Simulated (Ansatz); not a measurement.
Mulliken charges of `F[SiH2][SiH2]Cl` from ωB97M-V/def2-TZVPP in Ansatz (PBE0-D4/def2-TZVP geometry).

```csv
atom,x (Å),y (Å),z (Å),charge (e)
F1,-1.770,1.438,0.047,-0.314
Si2,-0.189,1.181,0.127,0.411
Si3,0.237,-1.124,0.040,0.214
Cl4,-0.336,-1.852,-1.801,-0.215
H5,0.455,1.880,-1.013,-0.030
H6,0.306,1.752,1.408,-0.038
H7,1.692,-1.374,0.207,-0.017
H8,-0.510,-1.867,1.085,-0.012
```

By hand: the dipole of these point charges (1 e Å = 4.8032 D).

Σ q r = (0.553, 0.114, 0.394) e Å, of length 0.689 e Å = 3.31 D.

How does the dipole of the full density compare? (An estimate is asked.)

Ansatz gave: (0.296, 0.054, 0.225) e Å, 1.80 D; the point charges give 1.84 times that, at 2° from its direction.

Point charges leave out the atoms' own dipoles, such as those of lone pairs, and Mulliken's split depends on the basis, so the two needn't agree.
